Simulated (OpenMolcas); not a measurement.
**OpenMolcas run: Cl I**

Input:

```
&GATEWAY
Coord
1

Cl 0.0 0.0 0.0
Basis=ANO-RCC
Group=XYZ
NoMove
AngMom=0.0 0.0 0.0
AMFI
&SEWARD
* reference wave functions (RASSCF and RASSI steps not shown): 5 electrons in 9 orbitals (RAS2 3p; RAS3 3d 4s, at most 1 electron)
>>> COPY JOB001 $Project.JobIph
&CASPT2
Multistate=3 1 2 3
Frozen=1 0
IPEA=0.25
Imaginary=0.3
MaxIter=60
WThr=0.0 0.3 0.05
PrWF=0.5
NoMix
>>> COPY JOB002 $Project.JobIph
&CASPT2
Multistate=18 1 2 3 4 5 6 7 8 9 10 11 12 13 14 15 16 17 18
Frozen=1 0
IPEA=0.25
Imaginary=0.3
MaxIter=60
WThr=0.0 0.3 0.05
PrWF=0.5
NoMix
>>> COPY JOB003 $Project.JobIph
&CASPT2
Multistate=23 1 2 3 4 5 6 7 8 9 10 11 12 13 14 15 16 17 18 19 20 21 22
23
Frozen=1 0
IPEA=0.25
Imaginary=0.3
MaxIter=60
WThr=0.0 0.3 0.05
PrWF=0.5
NoMix
```

Output, cut to the results:

```
--- CASPT2 ---
Orbital specifications:
      -----------------------

      Symmetry species                           1   2
                                                ag  au
      Frozen orbitals                            1   0
      Inactive orbitals                          2   3
      Active orbitals                            6   3
      Secondary orbitals                        42  43
      Deleted orbitals                           0   0
      Number of basis functions                 51  49
Type of calculation                        MS-CASPT2
      Fock operator                              state-specific
      IPEA shift                                 0.25
      Real shift                                 0.00
      Imaginary shift                            0.30
      The input orbitals will be transformed to quasi-canonical
Reference energy:        -460.8911368873
      E2 (Non-variational):      -0.2916634777
      Shift correction:          -0.0012026220
      E2 (Variational):          -0.2928660997
      Total energy:            -461.1840029870
      Residual norm:              0.0000001197
      Reference weight:           0.96043
      Contributions to the CASPT2 correlation energy
      Active & Virtual Only:         -0.0488185319
      One Inactive Excited:          -0.0973574228
      Two Inactive Excited:          -0.1454875230
Reference energy:        -460.8911368873
      E2 (Non-variational):      -0.2916634777
      Shift correction:          -0.0012026220
      E2 (Variational):          -0.2928660997
      Total energy:            -461.1840029870
      Residual norm:              0.0000001197
      Reference weight:           0.96043
      Contributions to the CASPT2 correlation energy
      Active & Virtual Only:         -0.0488185319
      One Inactive Excited:          -0.0973574228
      Two Inactive Excited:          -0.1454875230
::    CASPT2 Root  1     Total energy:   -461.18400299
::    CASPT2 Root  2     Total energy:   -461.18400299
::    CASPT2 Root  3     Total energy:   -461.18400299
::    MS-CASPT2 Root  1     Total energy:   -461.18400299
::    MS-CASPT2 Root  2     Total energy:   -461.18400299
::    MS-CASPT2 Root  3     Total energy:   -461.18400299
--- CASPT2 ---
Orbital specifications:
      -----------------------

      Symmetry species                           1   2
                                                ag  au
      Frozen orbitals                            1   0
      Inactive orbitals                          2   3
      Active orbitals                            6   3
      Secondary orbitals                        42  43
      Deleted orbitals                           0   0
      Number of basis functions                 51  49
Type of calculation                        MS-CASPT2
      Fock operator                              state-specific
      IPEA shift                                 0.25
      Real shift                                 0.00
      Imaginary shift                            0.30
      The input orbitals will be transformed to quasi-canonical
Reference energy:        -460.5700815207
      E2 (Non-variational):      -0.3255659737
      Shift correction:          -0.0025114629
      E2 (Variational):          -0.3280774367
      Total energy:            -460.8981589574
      Residual norm:              0.0000004709
      Reference weight:           0.94075
      Contributions to the CASPT2 correlation energy
      Active & Virtual Only:         -0.0741392646
      One Inactive Excited:          -0.1025485192
      Two Inactive Excited:          -0.1488781900
Reference energy:        -460.5700815207
      E2 (Non-variational):      -0.3255629066
      Shift correction:          -0.0025110371
      E2 (Variational):          -0.3280739437
      Total energy:            -460.8981554645
      Residual norm:              0.0000004708
      Reference weight:           0.94075
      Contributions to the CASPT2 correlation energy
      Active & Virtual Only:         -0.0741362023
      One Inactive Excited:          -0.1025485142
      Two Inactive Excited:          -0.1488781901
::    CASPT2 Root  1     Total energy:   -460.89815896
::    CASPT2 Root  2     Total energy:   -460.89815546
::    CASPT2 Root  3     Total energy:   -460.89817045
::    CASPT2 Root  4     Total energy:   -460.82165043
::    CASPT2 Root  5     Total energy:   -460.82156668
::    CASPT2 Root  6     Total energy:   -460.82165055
::    CASPT2 Root  7     Total energy:   -460.82165060
::    CASPT2 Root  8     Total energy:   -460.82165036
::    CASPT2 Root  9     Total energy:   -460.79462980
::    CASPT2 Root 10     Total energy:   -460.79462506
::    CASPT2 Root 11     Total energy:   -460.79483554
::    CASPT2 Root 12     Total energy:   -460.79466407
::    CASPT2 Root 13     Total energy:   -460.79479089
::    CASPT2 Root 14     Total energy:   -460.79461174
::    CASPT2 Root 15     Total energy:   -460.79475233
::    CASPT2 Root 16     Total energy:   -460.78135153
::    CASPT2 Root 17     Total energy:   -460.78135034
::    CASPT2 Root 18     Total energy:   -460.78135064
::    MS-CASPT2 Root  1     Total energy:   -460.89818915
::    MS-CASPT2 Root  2     Total energy:   -460.89817694
::    MS-CASPT2 Root  3     Total energy:   -460.89817351
::    MS-CASPT2 Root  4     Total energy:   -460.82172104
::    MS-CASPT2 Root  5     Total energy:   -460.82169560
::    MS-CASPT2 Root  6     Total energy:   -460.82168957
::    MS-CASPT2 Root  7     Total energy:   -460.82167667
::    MS-CASPT2 Root  8     Total energy:   -460.82156148
::    MS-CASPT2 Root  9     Total energy:   -460.79540945
::    MS-CASPT2 Root 10     Total energy:   -460.79495006
::    MS-CASPT2 Root 11     Total energy:   -460.79482335
::    MS-CASPT2 Root 12     Total energy:   -460.79473534
--- CASPT2 ---
Orbital specifications:
      -----------------------

      Symmetry species                           1   2
...
```

Levels above the lowest, from the spin-orbit matrix with the single-state CASPT2 energies, averaged by term, on its diagonal:

```tsv
Configuration	Term	J	E (cm⁻¹)	Measured (cm⁻¹)	Term weight %
3s² 3p⁵	²P°	3/2	0.0	0.0	100
3s² 3p⁵	²P°	1/2	825	882	100
3s² 3p⁴ 4s	⁴P	5/2	62690	71958	100
3s² 3p⁴ 4s	⁴P	3/2	63180	72489	99
3s² 3p⁴ 4s	⁴P	1/2	63500	72827	100
3s² 3p⁴ 4s	²P	3/2	65310	74226	99
3s² 3p⁴ 4s	²P	1/2	65920	74866	100
3s² 3p⁴ 4s	²D	3/2	74850	84122	100
3s² 3p⁴ 4s	²D	5/2	74850	84120	100
3s² 3p⁴ 3d	⁴D	7/2	79690		100
3s² 3p⁴ 3d	⁴D	5/2	79790		100
3s² 3p⁴ 3d	⁴D	3/2	79880		100
3s² 3p⁴ 3d	⁴D	1/2	79940		100
```

Against the 8 measured excited levels shown (NIST Handbook of Basic Atomic Spectroscopic Data) the mean absolute deviation is 8000 cm-1; the largest miss in energy is 3s² 3p⁴ 4s ⁴P_1/2: computed 63500, measured 72827 cm⁻¹ (-12.8 %).

Term energies are means over components that CASPT2 splits; among the terms shown or strongly mixed into the levels shown the widest spread is 27 cm-1 (3s² 3p⁴ 4s ²D). ANO sets are built for valence states and can reach diffuse excited orbitals poorly, and with the s shell closed the s pⁿ⁺¹ terms that mix with these levels are absent. Measured partners are found by configuration, term and J. A level has none where our copy of the source lacks it or the pairing is in doubt (some pairs that miss far off the trend of their configuration count as doubtful), and it then counts in no deviation. Levels of configurations outside the active space are missing. The first state left out of the spin-orbit step lies near 100000 cm-1 above the lowest spin-free state of the reference (among the parities and spins computed), and the list stops at four fifths of that energy or lower.

The term weight is that of the spin-free term in the level, not the purity of its configuration. ° marks odd parity.
